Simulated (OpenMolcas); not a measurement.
Tc4+: moving or changing the point charges

Tc4+ among 6 point charges of -1.7 e arranged as an octahedron (Oh), 2.25 Å from the ion.
```
   2.2500    0.0000    0.0000  -1.70
   0.0000    2.2500    0.0000  -1.70
  -2.2500    0.0000    0.0000  -1.70
   0.0000   -2.2500    0.0000  -1.70
   0.0000    0.0000    2.2500  -1.70
   0.0000    0.0000   -2.2500  -1.70
```

```yaml
Program: OpenMolcas 26.06
Method: CASSCF
Basis: ANO-RCC-VTZP [7s6p4d2f1g]
Scalar_Hamiltonian: DKH2, point nucleus
Active_space: 3 electrons in 5 orbitals (4d)
State_averaging: 2S+1 = 4 even, 10 roots; 2S+1 = 2 even, 40 roots
Spin-orbit_coupling: RASSI with atomic mean-field integrals over the reference wave functions
```

Runs around this geometry, states (labels of O, the rotations of Oh). Energies in cm-1 above the lowest state or level, χT in cm3 K/mol; 10Dq and B are least-squares fits to the states below 45000 cm-1, weighted by degeneracy, with a free offset, and given where the rms deviation is under 5 % of |10Dq| (or 100 cm-1) and under 700 cm-1.

| R (Å) | q (e) | Ground state | First state of that spin | 10Dq | B (rms of fit) | First gap with spin-orbit (degeneracies) | χT at 300 K | First state of another spin |
| --- | --- | --- | --- | --- | --- | --- | --- | --- |
| 2.25 | -1.36 | 4A2 | 4T2 3562 | 3681 | 903 (62) | 3452 (4, 4) | 0.825 | 2E 16385 |
| 2.07 | -1.7 | 4A2 | 4T2 6616 | 6837 | 901 (102) | 6440 (4, 2) | 1.211 | 2E 16737 |
| 2.25 | -1.7 | 4A2 | 4T2 4425 | 4576 | 902 (76) | 4314 (4, 4) | 0.966 | 2E 16523 |
| 2.46 | -1.7 | 4A2 | 4T2 2869 | 2964 | 903 (51) | 2769 (4, 4) | 0.689 | 2E 16251 |

Taking |10Dq| as R^-n, n = -ln(2964 / 6837) / ln(2.46 / 2.07) = 4.8 between the shortest and longest distance. The point-charge formula for a cubic d site gives n = 5.

Scaling the charges by -1.36 / -1.7 = 0.80 scales |10Dq| by 3681 / 4576 = 0.80; with fixed orbitals a first-order splitting would follow the charge.

Without dynamic correlation the repulsion within the d shell is too large (B by tens of per cent), so at a given field states of lower spin stand too high. This field is weak: 10Dq is about 3681 cm-1, while octahedral complexes of 4d ions of charge 3 and more, computed by the same method with explicit ligands, had a median near 25000 cm-1. Ground spin and moment need not be those of a real site (figures for R = 2.25, q = -1.36; the like holds for R = 2.07, q = -1.7, R = 2.25, q = -1.7, R = 2.46, q = -1.7). Point charges carry no covalency, so the field is a model and not that of real ligands. No measured value stands beside these numbers.
